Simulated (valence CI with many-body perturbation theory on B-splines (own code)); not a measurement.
# W XXVI in brief

Level of theory: valence CI with perturbative core correlation (CI+MBPT): three valence electrons over a frozen Dirac-Fock core [Kr] 4d10, radial functions for each j: 8 s, 8 p, 9 d, 9 f, 6 g, 3 h, 2 i, with the one-electron correlation potential Σ1, the two-electron term Σ2, the three-electron term Σ3, Breit, model QED; selected CI, second order for the rest (own B-spline code, finite nucleus).

No measured levels were compared; by estimate terms of the open shell hold to a few per cent of their energy, and close levels can change places. Core correlation moves these levels by up to 48000 cm⁻¹, and in measured spectra 5 to 20 % of such shifts remained as error; rates that hang on mixing are uncertain with them.

Names give the largest LS component (configuration and term), which can be under half, so a name can repeat, a term be missing and a line seem to break the LS rules; names also repeat where a configuration has a term twice.

Rates and lifetimes use the calculated energies. Strong lines usually hold to 10 to 20 %, long lifetimes can be off by a factor of two.

What is the ground level?

4f³ ⁴I°_9/2, composition 82 % 4f³ ⁴I° + 16 % 4f³ ²H°, g = 0.759.

What is the ionisation energy?

783.37 eV; NIST lists 784.4 ± 1.9 eV (semi-empirical).

How is the term ⁴I° of the ground level split?

J = 9/2 at 0.00, J = 11/2 at 2.51, J = 13/2 at 4.62, J = 15/2 at 6.43 eV.

Where does the other parity begin?

At 4f²5s ⁴H_7/2, 111.69 eV.

Name the longest-lived excited levels whose lifetime is computed, and their main decay.

4f³ ⁴G°_5/2 at 6.99 eV lives 18.4 ms, mostly by M1 to 4f³ ⁴F°_3/2; 4f³ ⁴F°_7/2 at 6.81 eV lives 17.8 ms, mostly by M1 to 4f³ ⁴I°_9/2; 4f³ ⁴F°_5/2 at 6.03 eV lives 16.2 ms, mostly by M1 to 4f³ ⁴F°_3/2. The lifetime of 4f³ ⁴F°_3/2 is too uncertain to give, and may be longer.

How well does LS coupling describe the low levels?

Among the lowest 20 levels the leading LS term, summed over configurations, holds 66 % on average. For single configurations the figures are 66 % in LS and 73 % in jj coupling. Terms mix most in the J = 3/2 level at 9.83 eV, where the leading one holds 31 %.
